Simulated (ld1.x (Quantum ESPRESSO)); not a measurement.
# Ru: TM pseudisation with PBE, scalar-relativistic reference atom.

Input for ld1.x (Quantum ESPRESSO) 7.5:

```
&input
   title='Ru', zed=44., rel=1, dft='PBE', iswitch=3,
   config='[Kr] 4d7 5s0.5 5p0',
   nld=3, rlderiv=2.40, eminld=-8.0, emaxld=5.0, deld=0.04
 /
 &inputp
   pseudotype=2, tm=.true., lloc=0,
   nlcc=.true., rcore=1.00,
   file_pseudopw='Ru.UPF', file_wfcaegen='ae.wfc', file_wfcncgen='nc.wfc', file_beta='beta', file_chi='chi'
 /
3
4P  2  1   6.00   0.00  1.95  1.95  0.0
4D  3  2   7.00   0.00  2.20  2.20  0.0
4S  1  0   2.00   0.00  1.00  1.00  0.0
 &test
   configts(1)='4s2 4p6 4d7 5s0.5 5p0'
 /
```

Command:

```bash
ld1.x < Ru.in > Ru.out
```

Resulting log (shortened: banner, matrices, multipoles, cross overlaps and the repeated all-electron block are left out):

```
Program LD1 v.7.5
     --------------------------- All-electron run ----------------------------

     Ru
     scalar relativistic calculation

     atomic number is 44.00
     dft =PBE   lsd =0 sic =0 latt =0  beta=0.20 tr2=1.0E-14
     Exchange-correlation= PBE
                           (   1   4   3   4   0   0   0)
     mesh =1233 r(mesh) = 101.06970 a.u. xmin = -7.00 dx = 0.01250
     1 Ry =  13.60569312 eV, c = 137.03599908

     n l     nl                  e(Ry)          e(Ha)          e(eV)
     1 0     1S 1( 2.00)     -1612.6433      -806.3216    -21941.1293
     2 0     2S 1( 2.00)      -232.0818      -116.0409     -3157.6343
     2 1     2P 1( 6.00)      -207.8781      -103.9391     -2828.3263
     3 0     3S 1( 2.00)       -41.0807       -20.5403      -558.9313
     3 1     3P 1( 6.00)       -33.1265       -16.5633      -450.7097
     4 0     4S 1( 2.00)        -5.8727        -2.9364       -79.9026
     4 1     4P 1( 6.00)        -3.6724        -1.8362       -49.9661
     3 2     3D 1(10.00)       -20.3296       -10.1648      -276.5983
     4 2     4D 1( 7.00)        -0.6409        -0.3204        -8.7197
     5 0     5S 1( 0.50)        -0.5334        -0.2667        -7.2568
     5 1     5P 1( 0.00)        -0.2481        -0.1241        -3.3762

     final scf error:  7.3E-15 reached in  29 iterations

     Etot =   -9061.300168 Ry,   -4530.650084 Ha, -123285.269375 eV

     Ekin =    9370.308346 Ry,    4685.154173 Ha,  127489.539818 eV
     Encl =  -21847.815930 Ry,  -10923.907965 Ha, -297254.678947 eV
     Eh   =    3682.814791 Ry,    1841.407396 Ha,   50107.247876 eV
     Exc  =    -266.607375 Ry,    -133.303687 Ha,   -3627.378122 eV

     normalization and overlap integrals

     s(1S/1S) =  1.000000  <r> =   0.0334  <r2> =    0.0015  r(max) =   0.0216
     s(2S/2S) =  1.000000  <r> =   0.1457  <r2> =    0.0250  r(max) =   0.1229
     s(2P/2P) =  1.000000  <r> =   0.1270  <r2> =    0.0197  r(max) =   0.0981
     s(3S/3S) =  1.000000  <r> =   0.4027  <r2> =    0.1856  r(max) =   0.3600
     s(3P/3P) =  1.000000  <r> =   0.4030  <r2> =    0.1888  r(max) =   0.3555
     s(4S/4S) =  1.000000  <r> =   1.0193  <r2> =    1.1781  r(max) =   0.9193
     s(4P/4P) =  1.000000  <r> =   1.1290  <r2> =    1.4629  r(max) =   0.9785
     s(3D/3D) =  1.000000  <r> =   0.3841  <r2> =    0.1767  r(max) =   0.3022
     s(4D/4D) =  1.000000  <r> =   1.6717  <r2> =    3.4660  r(max) =   1.2102
     s(5S/5S) =  1.000000  <r> =   3.2071  <r2> =   11.7899  r(max) =   2.6600
     s(5P/5P) =  1.000000  <r> =   4.4150  <r2> =   22.6056  r(max) =   3.5460

     ------------------------ End of All-electron run ------------------------

     --------------------- Generating NC pseudopotential ---------------------

      Generating local pot.: lloc=0, matching radius rcloc =   1.0000

      Computing core charge for nlcc:

       r > 1.00 : true rho core
       r < 1.00 : rho core = a sin(br)/r    a=   1.88  b=   2.83

      Integrated core pseudo-charge :   1.25

      Wfc   4P  rcut= 1.946  Using Troullier-Martins method

      Wfc   4D  rcut= 2.205  Using Troullier-Martins method

     ------------------- End of pseudopotential generation -------------------

     Computing logarithmic derivative in   2.39188
     Computing logarithmic derivative in   2.39188
     Computing the partial wave expansion
       no projector for channel:   0
     R is outside the sphere for l=    1 j= 0.00
     R is outside the sphere for l=    2 j= 0.00

     ---------------------- Testing the pseudopotential ----------------------

     Ru
     scalar relativistic calculation

     atomic number is 44.00   valence charge is 16.00
     dft =PBE   lsd =0 sic =0 latt =0  beta=0.20 tr2=1.0E-14
     mesh =1233 r(mesh) = 101.06970 xmin = -7.00 dx = 0.01250

     n l     nl             e AE (Ry)        e PS (Ry)    De AE-PS (Ry)
     1 0     4S   1( 2.00)       -5.87273       -5.87286        0.00013
     2 1     4P   1( 6.00)       -3.67244       -3.67244       -0.00000
     3 2     4D   1( 7.00)       -0.64088       -0.64089        0.00000
     2 0     5S   1( 0.50)       -0.53337       -0.53847        0.00510  !
     3 1     5P   1( 0.00)       -0.24815       -0.25670        0.00855  !

     eps = 7.5E-15  iter = 16

     Etot =   -9061.300168 Ry,   -4530.650084 Ha, -123285.269375 eV
     Etotps =  -190.092814 Ry,     -95.046407 Ha,   -2586.344496 eV

     Ekin =      65.294928 Ry,      32.647464 Ha,     888.382746 eV
     Encl =    -384.533000 Ry,    -192.266500 Ha,   -5231.837993 eV
     Ehrt =     156.090335 Ry,      78.045167 Ha,    2123.717197 eV
     Ecxc =     -21.514310 Ry,     -10.757155 Ha,    -292.717099 eV
     (Ecc =      -0.880189 Ry,      -0.440094 Ha,     -11.975577 eV)
     Epseu=      -5.430767 Ry,      -2.715383 Ha,     -73.889346 eV

     ---------------------- End of pseudopotential test ----------------------
```

ld1.x takes every shell without a wave as core, so the model core holds the 5s electrons as well and exchange and correlation see them twice. This cancels in the reference configuration, but the file is broken for other ones, and its errors say nothing about a proper core correction.

Generation and configuration tests took about 2.7 s on one core of a shared server CPU.
